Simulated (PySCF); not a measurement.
Name the molecule from its bond curve

A diatomic of charge +1 contains Sb. Its doublet curve at PBE0 in a triple-zeta basis (scalar-relativistic core potentials, PySCF), in eV from the separated fragments:

```csv
R (Å),E (eV)
1.933,-2.087
2.023,-2.975
2.113,-3.448
2.181,-3.610
2.248,-3.649
2.315,-3.597
2.405,-3.426
2.518,-3.106
2.653,-2.639
2.833,-1.976
```

The fit gives ωe = 455 cm⁻¹ and the rotational constant Bₑ = 0.1238 cm⁻¹.

Question: Which atom is the partner?

Answer: The minimum lies at 2.240 Å, so the reduced mass is 16.8576 u Å² cm⁻¹/(Bₑ·Re²) = 27.14 u. With Sb at 120.90 u the partner weighs about 35.0 u: Cl. The molecule is SbCl⁺.

Spin–orbit coupling is left out. The state is the lowest determinant that a PBE0 search found; another state may lie lower at other levels.
